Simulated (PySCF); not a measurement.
## Exercise with solution: chemical shift, span and skew from a shielding tensor

Mg(F)(NH2) (FH₂MgN), SMILES [NH2][Mg][F]. Atoms are numbered in the order given.

```xyz
5

Mg     0.0000     0.0000    -0.0763
F      0.0000     0.0000    -1.8388
N      0.0000     0.0000     1.8070
H      0.0000    -0.8139     2.4079
H      0.0000     0.8139     2.4079
```
Charge 0, spin multiplicity 1.

Coordinates come from a TPSSh-D3(BJ)/def2-TZVP optimisation. The values are those of a single conformer.

GIAO shieldings from PBE0/pcSseg-2 (PySCF), non-relativistic, no solvent. The symmetric part of the tensor of N3 has the principal values 259.1, 296.7, 317.9 ppm. The same nucleus in NH3 has σ = 263.3 ppm at this level (PySCF, at its B3LYP-D3(BJ)/def2-TZVP geometry).

Problem. Work out the isotropic shielding, the ¹⁵N shift against NH3, the span and the skew.

Solution. 
σ(iso) = (σ11 + σ22 + σ33)/3 = 291.2 ppm. δ = σ(ref) − σ(iso) = 263.3 − (291.2) = -27.9 ppm.
Span Ω = σ33 − σ11 = 58.8 ppm. Skew κ = 3(σ(iso) − σ22)/Ω = -0.28. Tumbling in solution averages the tensor to δ; in a static solid the shielding alone would spread this spin-1/2 line over Ω.
